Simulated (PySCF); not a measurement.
All values are calculated (PySCF 2.14.0 with density-fitted response routines): GFN2-xTB structure, NMR shieldings at PBE0/pcSseg-1/GIAO. One conformer, non-relativistic, rapidly exchanging positions averaged, gas phase.

Chemical shifts δ = σref − σ; TMS for 1H (31.72 ppm) and 13C (186.93 ppm), all at this level. Shifts are as computed. Against solution values, carbons near 30 ppm lie about +3 ppm off and those near 130 ppm about +5 ppm; carbons on Cl a further +6 ppm (rms about the fit 2.1 ppm; single classes can miss by 10 ppm). Of 1328 compounds with measured shifts, 309 miss one by over three times the rms of a fit or turn the order of signals round; such compounds aren't used in these exercises. Signals without a measured value on file couldn't be tested in this way; 1H shifts scatter by 0.2 ppm about their fit, and single ones miss by 0.5 ppm. Carbons bonded to Cl come out too deshielded. OH and NH positions are gas-phase values without hydrogen bonding to other molecules.

Problem. Order these molecules by the shift of their most deshielded carbon, lowest δ first.
A. [SiH3]Cc1cccnc1
B. N[SiH2]n1cccc1
C. N#Cc1nc(O[SiH2]Cl)no1

Solution. B (125.8 ppm, aromatic CH next to a ring nitrogen), A (154.7 ppm, aromatic CH next to a ring nitrogen), C (175.5 ppm, aromatic carbon bearing oxygen).

Problem. How many 13C and 1H signals does each give (equivalence by symmetry and fast rotation, but not about amide C–N or C=N bonds)? `Cc1cc(Cl)no1`, `N#Cc1nc(O[SiH2]Cl)no1`, `[SiH3]Cc1cccnc1`, `N[SiH2]n1cccc1`

Solution. Cc1cc(Cl)no1: 4 C, 2 H; N#Cc1nc(O[SiH2]Cl)no1: 3 C, 1 H; [SiH3]Cc1cccnc1: 6 C, 6 H; N[SiH2]n1cccc1: 2 C, 4 H.
